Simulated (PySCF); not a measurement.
## Two-component Hartree-Fock for K (potassium, neutral)

Start: [Ar] 4p1; 4p3/2 filled at m_j = +3/2. Calculated with PySCF 2.14 in x2c-TZVPall-2c with one added diffuse shell each of s, p, d type (7s7p4d, 48 functions): generalised Hartree-Fock with the X2C-1e Hamiltonian and a Gaussian nucleus; one run each with spin-orbit coupling (SO) switched off, then screened by Boettger's factors. This is a chosen level, not necessarily the ground level.

```json
{"spinor shell": "1s1/2", "electrons": "2", "ε, spin-free (eV)": "-3651.3", "ε, screened SO (eV)": "-3651.3", "weight of nominal j (screened SO)": "1.000", "rms radius, screened SO (bohr)": "0.0937"}
{"spinor shell": "2s1/2", "electrons": "2", "ε, spin-free (eV)": "-398.68", "ε, screened SO (eV)": "-398.69", "weight of nominal j (screened SO)": "1.000", "rms radius, screened SO (bohr)": "0.418"}
{"spinor shell": "2p1/2", "electrons": "2", "ε, spin-free (eV)": "-314.97", "ε, screened SO (eV)": "-316.98", "weight of nominal j (screened SO)": "1.000", "rms radius, screened SO (bohr)": "0.386"}
{"spinor shell": "2p3/2", "electrons": "4", "ε, spin-free (eV)": "-314.97", "ε, screened SO (eV)": "-313.98", "weight of nominal j (screened SO)": "1.000", "rms radius, screened SO (bohr)": "0.388"}
{"spinor shell": "3s1/2", "electrons": "2", "ε, spin-free (eV)": "-49.318", "ε, screened SO (eV)": "-49.323", "weight of nominal j (screened SO)": "1.000", "rms radius, screened SO (bohr)": "1.37"}
{"spinor shell": "3p1/2", "electrons": "2", "ε, spin-free (eV)": "-27.381", "ε, screened SO (eV)": "-27.576", "weight of nominal j (screened SO)": "0.992", "rms radius, screened SO (bohr)": "1.55"}
{"spinor shell": "4p3/2", "electrons": "1", "ε, spin-free (eV)": "-2.525", "ε, screened SO (eV)": "-2.523", "weight of nominal j (screened SO)": "1.000", "rms radius, screened SO (bohr)": "8.29"}
```

Q: Where does 3p3/2 lie, and what is the 3p spin-orbit splitting (screened SO)?

A: At -27.293 eV, 0.283 eV above 3p1/2.

```
   quantity   spin-free  screened SO
E (hartree)  -601.39364   -601.39589
        M_J         3/2          3/2
       ⟨J²⟩       3.750        3.750
       ⟨L²⟩       2.000        2.000
       ⟨S²⟩       0.750        0.750
```

Without spin-orbit coupling the j labels of p, d and f shells carry no meaning; the spin-free column gives the mean over the occupied spinors of each nl shell.
